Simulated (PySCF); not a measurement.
Ga(F)(Cl)(Et) (C₂H₅ClFGa), SMILES C[CH2][Ga]([F])[Cl].

Geometry optimised at PBE-D3(BJ)/def2-SVP. The structure was generated by enumeration; whether it is a known compound was not checked. The values are those of a single conformer.

Level of theory: PBE-D3(BJ)/def2-SVP in PySCF.

Frequencies are harmonic and unscaled.

Computed normal modes with their intensities:
| mode | ν (cm⁻¹) | IR (km/mol) | moving atoms (share of kinetic energy) |
|---|---|---|---|
| 1 | 15 | 0.4 | H 44 %, C 37 %, Cl 12 % |
| 2 | 78 | 1.3 | C 29 %, Cl 20 %, Ga 20 %, F 17 %, H 14 % |
| 3 | 123 | 6.6 | Ga 39 %, H 27 %, F 20 %, Cl 10 % |
| 4 | 161 | 16.6 | F 57 %, Cl 21 %, Ga 11 %, C 9 % |
| 5 | 230 | 2.2 | H 78 %, C 12 % |
| 6 | 258 | 3.9 | C 54 %, H 19 %, Cl 13 %, Ga 9 % |
| 7 | 406 | 60.5 | Cl 59 %, Ga 28 % |
| 8 | 541 | 14.7 | C 57 %, H 19 %, Ga 17 % |
| 9 | 626 | 20.4 | H 79 %, C 19 % |
| 10 | 676 | 64.9 | F 75 %, Ga 24 % |
| 11 | 921 | 0.7 | H 90 %, C 9 % |
| 12 | 942 | 6.4 | H 81 %, C 18 % |
| 13 | 1030 | 9.5 | C 73 %, H 27 % |
| 14 | 1171 | 7.3 | H 65 %, C 35 % |
| 15 | 1197 | 1.7 | H 77 %, C 22 % |
| 16 | 1350 | 4.1 | H 83 %, C 17 % |
| 17 | 1379 | 3.2 | H 89 %, C 11 % |
| 18 | 1422 | 4.1 | H 97 % |
| 19 | 1425 | 7.8 | H 97 % |
| 20 | 2972 | 27.6 | H 97 % |
| 21 | 2986 | 4.9 | H 95 % |
| 22 | 3036 | 0.5 | H 91 %, C 9 % |
| 23 | 3053 | 10.7 | H 91 %, C 9 % |
| 24 | 3072 | 11.3 | H 91 %, C 9 % |
